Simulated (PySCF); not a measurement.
C₃H₁₂Si₃, SMILES [SiH3]C[C@H]1C[SiH2][SiH2]1. The structure is a stationary point at PBE-D3(BJ)/def2-SVP. The structure was generated by enumeration; whether it is a known compound was not checked. One conformer was computed; it need not be the lowest.

Task: Give the equilibrium geometry at PBE-D3(BJ)/def2-SVP (PySCF confirms it by a frequency run) as bond lengths and angles. (The exact figures need the calculation; the answer reports its results.)

Result: Several could match; the one computed here: 
Atoms: Si1 C2 C3 C4 Si5 Si6 H7 H8 H9 H10 H11 H12 H13 H14 H15 H16 H17 H18. Bond lengths (Å): Si1–C2 1.905, Si1–H7 1.506, Si1–H8 1.507, Si1–H9 1.507, C2–C3 1.536, C2–H10 1.113, C2–H11 1.112, C3–C4 1.564, C3–Si6 1.943, C3–H12 1.115, C4–Si5 1.929, C4–H13 1.113, C4–H14 1.111, Si5–Si6 2.342, Si5–H15 1.505, Si5–H16 1.507, Si6–H17 1.509, Si6–H18 1.507. Bond angles (°): C2–Si1–H7 111.7, C2–Si1–H8 110.3, C2–Si1–H9 109.8, H7–Si1–H8 108.1, H7–Si1–H9 108.2, H8–Si1–H9 108.6, Si1–C2–C3 114.8, Si1–C2–H10 108.0, Si1–C2–H11 107.1, C3–C2–H10 110.3, C3–C2–H11 110.4, H10–C2–H11 105.8, C2–C3–C4 116.4, C2–C3–Si6 119.9, C2–C3–H12 109.2, C4–C3–Si6 97.7, C4–C3–H12 107.6, Si6–C3–H12 104.8, C3–C4–Si5 99.3, C3–C4–H13 109.8, C3–C4–H14 114.6, Si5–C4–H13 107.8, Si5–C4–H14 117.9, H13–C4–H14 107.1, C4–Si5–Si6 76.1, C4–Si5–H15 117.4, C4–Si5–H16 112.0, Si6–Si5–H15 124.6, Si6–Si5–H16 114.0, H15–Si5–H16 109.2, C3–Si6–Si5 76.6, C3–Si6–H17 110.4, C3–Si6–H18 118.2, Si5–Si6–H17 112.7, Si5–Si6–H18 126.3, H17–Si6–H18 108.9.
